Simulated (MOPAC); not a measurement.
Input for MOPAC: PM3 on H2N2S (a complex).

```
PM3 1SCF PRECISE CHARGE=0 THREADS=1
H2N2S

N      0.40772971 1    -0.85728750 1    -0.59430610 1
N      0.18693513 1     0.07186987 1    -0.06743402 1
S     -0.36782190 1     0.44285444 1     3.66211027 1
H     -0.41587262 1     1.04363230 1     2.46287478 1
H      0.95794682 1     0.62679201 1     3.76706892 1
```

The log:

```
*******************************************************************************
 **                                                                           **
 **                              MOPAC v23.2.5                                **
 **                                                                           **
 *******************************************************************************
 ** MOPAC's Digital Object Identifier: https://doi.org/10.5281/zenodo.6511958 **
 **                                                                           **
 ** Please cite the open-source release paper for use of this MOPAC version:  **
 ** J. E. Moussa and J. J. P. Stewart (2026)                                  **
 ** MOPAC: An open-source semiempirical molecular orbital program             **
 ** J. Open Source Softw., 11(119), 8025, https://doi.org/10.21105/joss.08025 **
 *******************************************************************************

                              PM3 CALCULATION RESULTS

 *******************************************************************************
 *  PM3        - The PM3 Hamiltonian to be used
 *
 *
 *
 *                 CHARGE ON SYSTEM = 0
 *
 *
 *
 *  PRECISE    - TIGHTER CRITERIA TO BE USED
 *  1SCF       - DO 1 SCF AND THEN STOP
 *  THREADS=1  - MULTI-THREADING NOT USED
 *  T=         - A TIME OF 172800.0 SECONDS REQUESTED
 *  DUMP=N     - RESTART FILE WRITTEN EVERY 7200.0 SECONDS REQUESTED
 *******************************************************************************
PM3 1SCF PRECISE CHARGE=0 THREADS=1
 H2N2S

   ATOM   CHEMICAL          X               Y               Z
  NUMBER   SYMBOL      (ANGSTROMS)     (ANGSTROMS)     (ANGSTROMS)

     1       N          0.40772971  *  -0.85728750  *  -0.59430610  *
     2       N          0.18693513  *   0.07186987  *  -0.06743402  *
     3       S         -0.36782190  *   0.44285444  *   3.66211027  *
     4       H         -0.41587262  *   1.04363230  *   2.46287478  *
     5       H          0.95794682  *   0.62679201  *   3.76706892  *



          CARTESIAN COORDINATES

    NO.       ATOM           X           Y           Z

     1         N          0.4077     -0.8573     -0.5943
     2         N          0.1869      0.0719     -0.0674
     3         S         -0.3678      0.4429      3.6621
     4         H         -0.4159      1.0436      2.4629
     5         H          0.9579      0.6268      3.7671

  H: (PM3): J. J. P. STEWART, J. COMP. CHEM. 10, 209 (1989).
  N: (PM3): J. J. P. STEWART, J. COMP. CHEM. 10, 209 (1989).
  S: (PM3): J. J. P. STEWART, J. COMP. CHEM. 10, 209 (1989).

           Empirical Formula: H2 N2 S  =     5 atoms



      MOLECULAR POINT GROUP   :   C1


      RHF CALCULATION, NO. OF DOUBLY OCCUPIED LEVELS = 9


 -------------------------------------------------------------------------------
 PM3 1SCF PRECISE CHARGE=0 THREADS=1
 H2N2S



     1SCF WAS SPECIFIED, SO BFGS WAS NOT USED
     SCF FIELD WAS ACHIEVED


                              PM3 CALCULATION
                                                       MOPAC v23.2.5 Linux




          FINAL HEAT OF FORMATION =         17.77681 KCAL/MOL =      74.37815 KJ/MOL


          COSMO AREA              =        107.63 SQUARE ANGSTROMS
          COSMO VOLUME            =         85.25 CUBIC ANGSTROMS

          IONIZATION POTENTIAL    =          9.632851 EV
          HOMO LUMO ENERGIES (EV) =         -9.633  0.419
          NO. OF FILLED LEVELS    =          9
          MOLECULAR WEIGHT        =         62.0892         POINT GROUP:  C1

          MOLECULAR DIMENSIONS (Angstroms)

            Atom       Atom       Distance
            H     5    N     1     4.63970
            N     1    H     4     1.47840
            S     3    N     2     1.25159


          SCF CALCULATIONS        =          1





   ATOM   CHEMICAL          X               Y               Z
  NUMBER   SYMBOL      (ANGSTROMS)     (ANGSTROMS)     (ANGSTROMS)

     1       N          0.40772971  *  -0.85728750  *  -0.59430610  *
     2       N          0.18693513  *   0.07186987  *  -0.06743402  *
     3       S         -0.36782190  *   0.44285444  *   3.66211027  *
     4       H         -0.41587262  *   1.04363230  *   2.46287478  *
     5       H          0.95794682  *   0.62679201  *   3.76706892  *

                             CARTESIAN COORDINATES

   1    N        0.407729710    -0.857287500    -0.594306100
   2    N        0.186935130     0.071869870    -0.067434020
   3    S       -0.367821900     0.442854440     3.662110270
   4    H       -0.415872620     1.043632300     2.462874780
   5    H        0.957946820     0.626792010     3.767068920


           Empirical Formula: H2 N2 S  =     5 atoms



      MOLECULAR POINT GROUP   :   C1


                  EIGENVALUES
 -32.83828 -27.20639 -15.79654 -15.76139 -15.57258 -15.15749 -13.98849 -12.32762
  -9.63285   0.41900   0.44630   0.56437   1.24639   6.25808


              NET ATOMIC CHARGES AND DIPOLE CONTRIBUTIONS

  ATOM NO.   TYPE          CHARGE      No. of ELECS.   s-Pop       p-Pop
    1          N           0.016068        4.9839     1.77469     3.20925
    2          N          -0.015142        5.0151     1.77535     3.23980
    3          S          -0.014273        6.0143     1.88721     4.12706
    4          H           0.011655        0.9883     0.98834
    5          H           0.001692        0.9983     0.99831
 DIPOLE           X         Y         Z       TOTAL
 POINT-CHG.     0.028    -0.038    -0.124     0.132
 HYBRID         1.239     0.776    -1.065     1.808
 SUM            1.266     0.738    -1.188     1.887


          ATOMIC ORBITAL ELECTRON POPULATIONS

     Atom    s        px        py        pz
    1  N   1.77469   1.00242   1.15981   1.04702
    2  N   1.77535   1.01571   1.16512   1.05896
    3  S   1.88721   1.08046   1.79422   1.25238
    4  H   0.98834
    5  H   0.99831

 **********************
 *                    *
 * JOB ENDED NORMALLY *
 *                    *
 **********************




 == MOPAC DONE ==
```

The run finished.

Cost: about 0.020 core-seconds (a rough figure).
